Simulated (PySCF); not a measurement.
Isomers of C6H13PSi, mass 144.052 u with the commonest isotopes. Method: PBE0-D3(BJ)/def2-SVP geometry optimisation, gas phase (PySCF). One conformer each, none proved a minimum here; rigid rotors.

Task: Order these by radius of gyration √(Σ m r²/M), smallest first.
A. `[H]/[P:4]=[C:3](\[CH:2]=[CH2:1])[Si:5]([CH3:6])([CH3:7])[CH3:8]` with C1–C2–C3–P4 179°
B. `[CH3:1]/[C:2]([SiH3:3])=[P:4]/[CH:5]1[CH2:6][CH2:7][CH2:8]1` with C2–P4–C5–C6 175°, P4–C5–C6–C7 -141°, C5–C6–C7–C8 18°, C6–C7–C8–C5 -18°, P4–C5–C8–C7 138°
C. `[CH3:1][C:2]#[C:3][P:4]([CH3:5])[SiH:6]([CH3:7])[CH3:8]` with C3–P4–Si6–C7 63°

Result: A (2.151 Å), B (2.297 Å), C (2.406 Å).

Task: Order these by rotational constant A, largest first.
A. `[H]/[P:4]=[C:3](\[CH:2]=[CH2:1])[Si:5]([CH3:6])([CH3:7])[CH3:8]` with C1–C2–C3–P4 179°
B. `[CH3:1][C:2]#[C:3][P:4]([CH3:5])[SiH:6]([CH3:7])[CH3:8]` with C3–P4–Si6–C7 63°
C. `[CH3:1]/[C:2]([SiH3:3])=[P:4]/[CH:5]1[CH2:6][CH2:7][CH2:8]1` with C2–P4–C5–C6 175°, P4–C5–C6–C7 -141°, C5–C6–C7–C8 18°, C6–C7–C8–C5 -18°, P4–C5–C8–C7 138°

Result: C (2475 MHz), B (1922 MHz), A (1464 MHz).

Task: Order these by rotational constant C, largest first.
A. `[CH3:1]/[C:2]([SiH3:3])=[P:4]/[CH:5]1[CH2:6][CH2:7][CH2:8]1` with C2–P4–C5–C6 175°, P4–C5–C6–C7 -141°, C5–C6–C7–C8 18°, C6–C7–C8–C5 -18°, P4–C5–C8–C7 138°
B. `[CH3:1][C:2]#[C:3][P:4]([CH3:5])[SiH:6]([CH3:7])[CH3:8]` with C3–P4–Si6–C7 63°
C. `[H]/[P:4]=[C:3](\[CH:2]=[CH2:1])[Si:5]([CH3:6])([CH3:7])[CH3:8]` with C1–C2–C3–P4 179°

Result: C (865.1 MHz), A (690.6 MHz), B (634.2 MHz).

```csv
SMILES,point group,Ia (u·Å²),Ib (u·Å²),Ic (u·Å²),κ,μa (D),μb (D),μc (D)
CC#CP(C)[SiH](C)C,C1,262.89,608.63,796.94,-0.70,0.10,0.62,0.92
[H]/P=C(\C=C)[Si](C)(C)C,–,345.10,403.52,584.16,0.29,0.62,1.18,0.00
C/C([SiH3])=P/C1CCC1,C1,204.18,583.89,731.76,-0.80,0.34,0.59,0.02
```
